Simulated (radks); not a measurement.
Kinetic energies: the exact non-interacting value of the Kohn-Sham orbitals and orbital-free approximations, in hartree. Species: S4+ [Ne] 3s2; Mg [Ne] 3s2; Al+ [Ne] 3s2; B2+ [He] 2s1. Calculated with a radial shooting solver on a logarithmic mesh with Libxc functionals: non-relativistic Kohn-Sham, exchange-only PBE, spin-polarised, spherical densities, point nucleus. Every spin shell is full or empty, so the densities are truly spherical. Functionals are evaluated on that one density, not self-consistently.

functional          S4+       Mg      Al+      B2+
exact           393.243  199.547  241.591  23.3339
Thomas-Fermi     364.41   183.70   222.91   21.001
von Weizsacker   242.48   132.21   156.51   22.174
TF + vW          606.88   315.91   379.41   43.176
TF + vW/9        391.35   198.39   240.30   23.465
TF + vW/5        412.90   210.14   254.21   25.436
LC94             394.02   199.66   241.88   23.420
APBEK            394.53   199.94   242.21   23.410
revAPBEK         395.98   200.79   243.19   23.605
Perdew 92        391.40   198.42   240.33   23.470
Pearson          387.02   195.54   237.12   22.410
PG1              493.02   255.05   306.88   34.723
Ernzerhof        393.93   199.90   242.03   24.113
